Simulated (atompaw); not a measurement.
**Building the PAW (atompaw) potential for Ta (PBEsol, scalar-relativistic).**

```
Element                 : Ta
Generator               : atompaw 4.2.0.5
Type                    : PAW
Functional              : PBEsol
Relativity              : scalar-relativistic
Frozen core             : [Xe] 4f14
Valence charge          : 5
Reference configuration : 5d3 6s1 6p1
Partial waves           : 6s (bound): rc 2.70 bohr; 6s channel at 2.9 Ry: rc 2.70 bohr; 6p (bound): rc 3.00 bohr; 6p channel at 4.65 Ry: rc 3.00 bohr; 5d (bound): rc 1.60 bohr; 5d channel at -0.05 Ry: rc 1.60 bohr
Local potential         : vpsmatchnc scheme with l = 3 at 0.5 Ry, radius 2.50 bohr
Core correction         : smooth core density matched at 1.95 bohr
Augmentation charge     : besselshape compensation charge, radius 2.35 bohr; PAW radius 3.00 bohr; waves and projectors: custom rrkj vanderbiltortho
```

Calculated quality:

```
Cutoffs needed                                           : 35 Ry and 40 Ry (the cutoffs (Ry, on a coarse ladder) from which the occupation-weighted sum of valence levels, in a spherical-Bessel basis at the reference potential, stays within 10 and 1 mRy of its value at 400 Ry)
Ghost test                                               : ghost states, extra bound levels that the all-electron valence spectrum of the same l lacks: s at -141.3 eV, p at -27.1 eV; a true bound ghost makes a file unfit for plane-wave use (spherical-Bessel basis up to 400 Ry, 20 bohr box)
Lowest eigenvalue of the overlap operator                : 0.30 (s channel)
Overlap eigenvalues printed by atompaw (projector basis) : 0.0129, 0.547, 3.72, 56.4, 82.4, 511
Share of each valence orbital outside the PAW sphere     : 6s 52 %, 6p 83 %, 5d 18 %
```

Generation and tests took about 18 s on one core of a shared server CPU.
